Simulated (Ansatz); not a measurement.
Isolated molecules relaxed with PBE0-D4/def2-TZVP in Ansatz; ΔE leaves out vibrations. CCSD(T)/CBS is the MP2 limit (def2-TZVPP, def2-QZVPP) plus CCSD(T) − MP2 in def2-TZVPP, frozen cores. This one scheme is used for every species. Functionals use def2-TZVPP. B3LYP here is the variant with VWN-RPA as its local correlation; programs differ in this. HSE06 is defined as in plane-wave codes. For Ge outer-core shells are correlated without core-valence functions, which leaves a few kJ/mol of doubt a bond. Scalar relativity is left out up to krypton. Each species was taken in one conformer, which may not be the lowest.

Consider the hydrogenolysis of a Ge–Si bond: `[SiH3][GeH2][SiH2][GeH2][GeH3]` + H₂ → `[GeH3][GeH3]` + `[SiH3][GeH2][SiH3]`.

`[SiH3][GeH2][SiH2][GeH2][GeH3]`:

Z-matrix (Å, degrees):
```
Si
Ge 1 2.379
H 1 1.487 2 109.3
H 1 1.487 2 111.3 3 120.3
H 1 1.487 2 109.7 3 -119.0
Si 2 2.381 1 109.8 3 59.5
H 2 1.541 1 109.2 3 -59.7
H 2 1.540 1 110.4 3 -177.9
Ge 6 2.380 2 108.2 1 -49.1
H 6 1.489 2 110.5 1 -169.0
H 6 1.489 2 109.7 1 71.5
Ge 9 2.424 6 109.8 2 -49.6
H 9 1.540 6 111.3 2 -171.4
H 9 1.541 6 109.2 2 69.7
H 12 1.538 9 110.1 6 -58.8
H 12 1.537 9 111.2 6 -179.3
H 12 1.538 9 109.8 6 60.4
```

H₂:

```xyz
2

H     0.018   -0.322    0.188
H    -0.018    0.322   -0.188
```

`[GeH3][GeH3]`:

```xyz
8

Ge   -1.020   -0.613   -0.221
Ge    1.020    0.613    0.220
H    -1.662   -0.130   -1.531
H    -0.722   -2.116   -0.345
H    -2.025   -0.406    0.924
H     1.669    0.118    1.522
H     0.720    2.115    0.362
H     2.020    0.419   -0.931
```

`[SiH3][GeH2][SiH3]`:

```xyz
11

Si    0.879    1.026    1.468
Ge   -0.649    0.658   -0.318
Si   -0.387   -1.525   -1.226
H     2.273    0.865    0.976
H     0.639    0.032    2.547
H     0.723    2.394    2.030
H    -2.091    0.835    0.193
H    -0.415    1.707   -1.422
H    -1.344   -1.758   -2.340
H    -0.626   -2.541   -0.167
H     0.998   -1.692   -1.741
```

```json
{"level": "revPBE-D4", "ΔE (kcal/mol)": "5.9", "difference from CCSD(T)/CBS": "2.1"}
{"level": "B97M-V", "ΔE (kcal/mol)": "0.6", "difference from CCSD(T)/CBS": "-3.2"}
{"level": "B3LYP-D4", "ΔE (kcal/mol)": "3.0", "difference from CCSD(T)/CBS": "-0.8"}
{"level": "HSE06-D4", "ΔE (kcal/mol)": "4.3", "difference from CCSD(T)/CBS": "0.5"}
{"level": "ωB97X-V", "ΔE (kcal/mol)": "1.6", "difference from CCSD(T)/CBS": "-2.2"}
{"level": "B2PLYP", "ΔE (kcal/mol)": "-0.1", "difference from CCSD(T)/CBS": "-3.9"}
{"level": "BLYP", "ΔE (kcal/mol)": "-2.5", "difference from CCSD(T)/CBS": "-6.3"}
{"level": "r2SCAN0", "ΔE (kcal/mol)": "1.7", "difference from CCSD(T)/CBS": "-2.1"}
{"level": "RPA@PBE/def2-TZVPP", "ΔE (kcal/mol)": "2.1", "difference from CCSD(T)/CBS": "-1.7"}
{"level": "HF/def2-SVP", "ΔE (kcal/mol)": "-8.4", "difference from CCSD(T)/CBS": "-12.2"}
{"level": "MP2/def2-SVP", "ΔE (kcal/mol)": "1.5", "difference from CCSD(T)/CBS": "-2.3"}
{"level": "CCSD(T)/def2-SVP", "ΔE (kcal/mol)": "-0.2", "difference from CCSD(T)/CBS": "-4.0"}
{"level": "CCSD(T)/def2-TZVPP", "ΔE (kcal/mol)": "2.9", "difference from CCSD(T)/CBS": "-0.9"}
{"level": "SCS-MP2/def2-QZVPP", "ΔE (kcal/mol)": "2.0", "difference from CCSD(T)/CBS": "-1.8"}
{"level": "HF/CBS(def2)", "ΔE (kcal/mol)": "-8.0", "difference from CCSD(T)/CBS": "-11.8"}
{"level": "CCSD/CBS(def2)", "ΔE (kcal/mol)": "1.9", "difference from CCSD(T)/CBS": "-1.9"}
{"level": "CCSD(T)/CBS", "ΔE (kcal/mol)": "3.8", "difference from CCSD(T)/CBS": "0"}
```

Largest T1 diagnostic among the species: 0.012.

In def2-TZVPP, CCSD(T) changes the Hartree–Fock value by +10.2 kcal/mol (the triples alone add +1.8 kcal/mol) and MP2 by +12.0 kcal/mol. From r2SCAN to r2SCAN0 (25 % exact exchange), in def2-TZVPP and without D4, ΔE moves by −0.7 kcal/mol.
